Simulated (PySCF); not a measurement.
C6H11Cl.
Numbering: `[Cl:1][CH2:2][CH:3]1[CH2:4][CH2:5][CH2:6][CH2:7]1` (hydrogens: H8, H9 on C2; H10 on C3; H11, H12 on C4; H13, H14 on C5; H15, H16 on C6; H17, H18 on C7)

Vertical excitations from PySCF (density fitting, frozen core in the response, grid level 2 and gas phase unless stated; continuum runs use non-equilibrium linear response for the excitations) on a GFN2-xTB geometry. Reference run:

```tsv
settings	S1, eV (f)	S2, eV (f)	S3, eV (f)	S4, eV (f)	S5, eV (f)	S6, eV (f)	T1, eV (Tamm–Dancoff)	mean α (au)
HSE06/pcSseg-1, TDA, 12 singlets	7.70 (0.000)	7.84 (0.003)	8.35 (0.002)	8.52 (0.015)	8.85 (0.010)	8.97 (0.008)	6.89	72.5
```

Problem. What do these settings give: PBE0/6-31G, full TDDFT, 6 singlets?

Solution. 
| settings | S1, eV (f) | S2, eV (f) | S3, eV (f) | S4, eV (f) | S5, eV (f) | S6, eV (f) | T1, eV (Tamm–Dancoff) | mean α (au) |
| --- | --- | --- | --- | --- | --- | --- | --- | --- |
| PBE0/6-31G, full TDDFT, 6 singlets | 7.90 (0.000) | 8.02 (0.001) | 9.24 (0.032) | 9.45 (0.025) | 9.48 (0.002) | 9.62 (0.000) | – | 65.9 |

S1 moves by +0.20 eV; functional, basis and response scheme change together, so the shift can't be laid on one. States are counted by energy in each run and needn't keep their character from row to row.

Problem. Which orbital pairs make up S1 in each run, and how does it sit against the orbital gap?

Solution. 
```csv
settings,S1 configurations (weight),S1 (eV),orbital gap (eV),S1 − gap (eV)
"HSE06/pcSseg-1, TDA, 12 singlets","H→L 0.78, H→L+1 0.18",7.70,8.54,-0.84
"PBE0/6-31G, full TDDFT, 6 singlets",H→L 0.97,7.90,9.64,-1.74
```

One conformer stands for the species.
